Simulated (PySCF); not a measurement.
CH7FOSi2, SMILES CO[Si@@H](F)[SiH3]. Atoms are numbered in the order given.

```xyz
12

C      2.2025     1.4531    -0.1373
O      0.9048     1.0197     0.2197
Si     0.0760    -0.2404    -0.4576
F      0.8012    -1.6532    -0.0703
Si    -2.0675    -0.1918     0.4787
H      2.3317     1.5040    -1.2346
H      2.3644     2.4599     0.2768
H      2.9743     0.7787     0.2723
H      0.1408    -0.1558    -1.9463
H     -1.9702    -0.2871     1.9635
H     -2.8797    -1.3336    -0.0350
H     -2.7436     1.0858     0.1072
```

The structure is a stationary point at B3LYP-D3(BJ)/def2-SVP. The structure was generated by enumeration; whether it is a known compound was not checked. Other conformers were not sampled.

Two levels are set side by side: PBE/pcSseg-1 (PySCF) and HF/pcSseg-1 (PySCF). GIAO shifts against CFCl3 (¹⁹F), H2O (¹⁷O), TMS (²⁹Si), TMS (¹H), TMS (¹³C) at the same level; non-relativistic, no solvent, atoms listed together averaged. Differences are taken from unrounded values.

| quantity | HF |
|---|---|
| δ(¹³C) of C1 (ppm) | 52.8 |
| δ(¹⁷O) of O2 (ppm) | 17.3 |
| δ(²⁹Si) of Si3 (ppm) | -3.3 |
| δ(¹⁹F) of F4 (ppm) | -133.0 |
| δ(²⁹Si) of Si5 (ppm) | -96.5 |
| δ(¹H) of H9 (ppm) | 4.91 |

### Question
What does PBE give, and how far is it from HF? (The exact figures need the calculation; the answer reports its results.)

### Answer

| quantity | PBE | PBE minus HF |
|---|---|---|
| δ(¹³C) of C1 (ppm) | 60.4 | 7.6 |
| δ(¹⁷O) of O2 (ppm) | 74.1 | 56.7 |
| δ(²⁹Si) of Si3 (ppm) | 10.7 | 14.0 |
| δ(¹⁹F) of F4 (ppm) | -176.3 | -43.3 |
| δ(²⁹Si) of Si5 (ppm) | -116.9 | -20.4 |
| δ(¹H) of H9 (ppm) | 6.02 | 1.11 |

Rough cost on one machine, each run with all the roots and properties that it gave: HF against PBE within a factor of 2.
